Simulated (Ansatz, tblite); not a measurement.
Forces on Li₃Sn₂ at its PBE0-D4/def2-TZVP geometry. Total charge 0; doublet.

In the def2 sets Sn takes a core potential; there is no spin–orbit coupling. The xTB rows come from tblite. The structure comes from a short search, and lower isomers may exist.

GFN1-xTB (tblite), largest force 1.15 eV/Å:

```xyz
5
positions Å, forces eV/Å
Li    0.556    0.452    1.645   -0.237   -0.151   -1.003
Li    1.170    0.378   -1.305   -0.623   -0.100    0.832
Li    0.433   -2.510    0.146   -0.314    0.829   -0.080
Sn   -1.278   -0.497   -0.243    0.745   -0.863    0.174
Sn   -0.880    2.176   -0.244    0.429    0.285    0.077
```

GFN2-xTB (tblite), largest force 0.47 eV/Å:

```
Li 0.138 -0.176 -0.154
Li 0.058 -0.172 0.203
Li 0.277 0.081 0.057
Sn -0.392 0.237 -0.092
Sn -0.082 0.030 -0.014
```

PBE-D4/def2-TZVP (Ansatz), largest force 0.28 eV/Å:

```
Li 0.009 -0.005 0.020
Li 0.012 -0.007 -0.016
Li 0.023 -0.024 0.009
Sn -0.070 -0.240 -0.014
Sn 0.026 0.275 0.001
```
